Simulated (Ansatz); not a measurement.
Tungsten hexafluoride. Total charge 0; spin multiplicity 1. W takes the def2 core potential.

Cartesian coordinates in Å:
```
F -1.5520 0.1146 0.9697
W 0.0000 0.0000 0.0000
F -0.0407 -1.8269 0.1507
F -0.9750 -0.1068 -1.5492
F 0.0398 1.8269 -0.1510
F 0.9755 0.1061 1.5489
F 1.5524 -0.1139 -0.9691
```

Q: What are the harmonic wavenumbers in cm⁻¹ at PBE0-D4/def2-TZVP (Ansatz, finite differences of forces, unscaled)? (Best estimate.)

A: Ansatz gave: 136, 136, 136, 250, 250, 250, 310, 310, 310, 685, 685, 723, 723, 723, 780.

Q: Is this a minimum?

A: Yes, all 15 modes are real.

Q: Give the ideal-gas thermochemistry at 298.15 K and 1 bar (rigid rotor, harmonic oscillator; point group Oh, symmetry number 24).

A: Zero-point energy 38.3 kJ/mol; H(298) − E = 62.2 kJ/mol; entropy 353.1 J/(mol·K), of which translation 179.9, rotation 91.2, vibration 81.9; G(298) − E = -43.1 kJ/mol.

Q: Rotational constants (cm⁻¹)?

A: 0.06598, 0.06598, 0.06598.
